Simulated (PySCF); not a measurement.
SMILES B[SiH2]CC(C)C, GFN2-xTB optimised geometry.

```
19

B      0.24    -2.03    -1.05
Si     1.22    -0.86     0.18
C      0.49     0.91     0.00
C     -1.04     0.91     0.00
C     -1.58     2.34     0.00
C     -1.58     0.15    -1.21
H      0.49    -2.06    -2.20
H     -0.47    -2.87    -0.66
H      1.12    -1.18     1.62
H      2.67    -0.70    -0.05
H      0.85     1.54     0.81
H      0.84     1.36    -0.93
H     -1.39     0.41     0.91
H     -1.24     2.87    -0.88
H     -1.24     2.87     0.88
H     -2.67     2.33     0.00
H     -1.16    -0.86    -1.24
H     -2.66     0.06    -1.17
H     -1.30     0.66    -2.13
```

Density from PySCF 2.14.0 with B3LYP/def2-SVP at that geometry.

Minimum of the electron density along straight lines between bonded atoms, close to the bond critical point (lines longer than 1.1 times the sum of covalent radii, or with two minima, are not listed):

| bond | length / Å | ρ at the minimum / e bohr⁻³ | ∇²ρ there / e bohr⁻⁵ | position (fraction from the first atom) |
|---|---|---|---|---|
| B1–Si2 | 1.958 | 0.115 | 0.14 | 0.62 |
| Si2–C3 | 1.922 | 0.107 | 0.29 | 0.38 |
| C3–C4 | 1.527 | 0.244 | -0.55 | 0.50 |
| C4–C5 | 1.530 | 0.244 | -0.56 | 0.50 |
| C4–C6 | 1.523 | 0.248 | -0.58 | 0.49 |
| B1–H7 | 1.174 | 0.179 | -0.13 | 0.43 |
| B1–H8 | 1.174 | 0.179 | -0.13 | 0.43 |
| Si2–H9 | 1.478 | 0.113 | 0.33 | 0.49 |
| Si2–H10 | 1.476 | 0.113 | 0.33 | 0.49 |
| C3–H11 | 1.090 | 0.273 | -0.97 | 0.62 |
| C3–H12 | 1.092 | 0.272 | -0.95 | 0.62 |
| C4–H13 | 1.097 | 0.276 | -0.99 | 0.62 |
| C5–H14 | 1.089 | 0.277 | -1.01 | 0.62 |
| C5–H15 | 1.088 | 0.277 | -1.02 | 0.62 |
| C5–H16 | 1.088 | 0.277 | -1.01 | 0.62 |
| C6–H17 | 1.101 | 0.260 | -0.86 | 0.60 |
| C6–H18 | 1.089 | 0.278 | -1.03 | 0.63 |
| C6–H19 | 1.089 | 0.278 | -1.03 | 0.63 |
